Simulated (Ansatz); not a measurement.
## A geometry optimisation of C4H8O2SSi with PBE-D3(BJ)/def2-SVP

The starting geometry of this gas-phase singlet was optimised with GFN2-xTB; its bonds are those of `C=CC(=O)O[SiH2]SC`.

```yaml
atoms:
  - { symbol: C, position_ang: [-1.3645, -1.5871, -3.8907] }
  - { symbol: C, position_ang: [-0.3362, -1.4406, -3.0664] }
  - { symbol: C, position_ang: [-0.2229, -0.2586, -2.1892] }
  - { symbol: C, position_ang: [-1.3022, 0.8905, 1.1789] }
  - { symbol: O, position_ang: [-1.0265, 0.6371, -2.1250] }
  - { symbol: O, position_ang: [0.8862, -0.2775, -1.4515] }
  - { symbol: S, position_ang: [0.4448, 0.5092, 1.5557] }
  - { symbol: Si, position_ang: [1.3753, 0.8447, -0.3375] }
  - { symbol: H, position_ang: [-2.1352, -0.8337, -3.9323] }
  - { symbol: H, position_ang: [-1.4660, -2.4408, -4.5387] }
  - { symbol: H, position_ang: [0.4643, -2.1613, -2.9858] }
  - { symbol: H, position_ang: [2.7595, 0.4575, -0.1889] }
  - { symbol: H, position_ang: [1.0826, 2.1871, -0.8075] }
  - { symbol: H, position_ang: [-1.3856, 1.9143, 0.8303] }
  - { symbol: H, position_ang: [-1.8524, 0.7631, 2.1049] }
  - { symbol: H, position_ang: [-1.6756, 0.2055, 0.4249] }
```

Question: Where would you expect an optimisation with PBE-D3(BJ)/def2-SVP to take it?

Answer: It keeps its bonds, and is `C=CC(=O)O[SiH2]SC`.

The energy falls by 0.34 eV over 16 steps:

```
step  E − E(last) (eV)
   1             0.345
   3             0.079
   4             0.055
   6             0.013
   8             0.005
   9             0.001
  11             0.001
  13             0.000
  14             0.000
  16             0.000
```

Final geometry (Å):

```yaml
atoms:
  - { symbol: C, position_ang: [-1.3707, -1.6766, -3.9627] }
  - { symbol: C, position_ang: [-0.2285, -1.4655, -3.2834] }
  - { symbol: C, position_ang: [-0.1828, -0.5003, -2.1524] }
  - { symbol: C, position_ang: [-1.3200, 1.1599, 1.2817] }
  - { symbol: O, position_ang: [-1.1379, 0.1547, -1.7516] }
  - { symbol: O, position_ang: [1.0468, -0.4146, -1.5988] }
  - { symbol: S, position_ang: [0.3117, 0.3397, 1.5223] }
  - { symbol: Si, position_ang: [1.3069, 0.7393, -0.3178] }
  - { symbol: H, position_ang: [-2.2842, -1.1295, -3.6782] }
  - { symbol: H, position_ang: [-1.4219, -2.3864, -4.8019] }
  - { symbol: H, position_ang: [0.7097, -1.9867, -3.5278] }
  - { symbol: H, position_ang: [2.7634, 0.5416, -0.0491] }
  - { symbol: H, position_ang: [0.9851, 2.0991, -0.8601] }
  - { symbol: H, position_ang: [-1.2172, 2.2577, 1.3743] }
  - { symbol: H, position_ang: [-1.9740, 0.7850, 2.0910] }
  - { symbol: H, position_ang: [-1.7406, 0.8920, 0.2957] }
```

The end wasn't checked by frequencies. Run with Ansatz 0.2.0, 29 s on 4 threads of Arm Neoverse V1 (shared host).
